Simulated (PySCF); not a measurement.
## How methods differ on the ionisation energy of Rb

Rb [Kr] 5s1 (2S) → Rb⁺ [Kr] (1S), as a difference of total energies. All numbers are calculated (PySCF 2.14, scalar relativity by spin-free X2C-1e, in aug-cc-pwCVTZ-X2C with one added diffuse shell each of s, p, d, f type (11s10p8d4f, 109 functions)). Correlated levels: valence and next inner shell: [Ar] 3d10 frozen. The calculations carry no spin-orbit coupling.

```
                                method  ionisation energy (eV)
                                   UHF                   3.803
    MP2 (valence and next inner shell)                   4.125
SCS-MP2 (valence and next inner shell)                   4.060
   CCSD (valence and next inner shell)                   4.124
CCSD(T) (valence and next inner shell)                   4.151
```

**Question.** How much does correlation contribute at CCSD(T) (valence and next inner shell)?

**Answer.** 4.151 − (3.803) = 0.348 eV, measured against UHF.

Errors of the correlated levels include the incompleteness of this basis and the frozen core.

For comparison: 4.177 eV (measured; NIST Atomic Spectra Database, ionization energies).
